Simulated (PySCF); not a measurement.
Ligands exchanged one at a time, B SH-H. Isolated molecules, 0 K electronic values unless said otherwise. One relaxed conformer stands for each flexible species; it need not be the lowest. Strings in code marks are SMILES.

All values below come from PBE-D3(BJ)/def2-TZVP // CAM-B3LYP-D3(BJ)/def2-TZVP run with PySCF 2.14.0. Excitations are Tamm–Dancoff values on a coarser integration grid. The basis has no diffuse functions, so Rydberg states are missing or too high.

```tsv
species	S1–T1 gap (TDA) (eV)	brightest of the four lowest singlets (TDA) (eV)	LUMO (eV)	S1 oscillator strength
0 of 3 SH replaced by H (`SB(S)S`)	[?]	5.69	-1.58	0.000
1 of 3 SH replaced by H (`SBS` (H–S–B–S torsion 0°, S–B–S–H torsion 0°))	1.27	5.72	-1.83	[?]
2 of 3 SH replaced by H	1.42	6.43	-2.26	[?]
3 of 3 SH replaced by H (`B`)	–	–	-3.04	–
```

Q: Some entries are withheld; supply them.

A: 
- 0 of 3 SH replaced by H (`SB(S)S`), S1–T1 gap (TDA) (eV): 0.40
- 1 of 3 SH replaced by H (`SBS` (H–S–B–S torsion 0°, S–B–S–H torsion 0°)), S1 oscillator strength: 0.000
- 2 of 3 SH replaced by H, S1 oscillator strength: 0.000
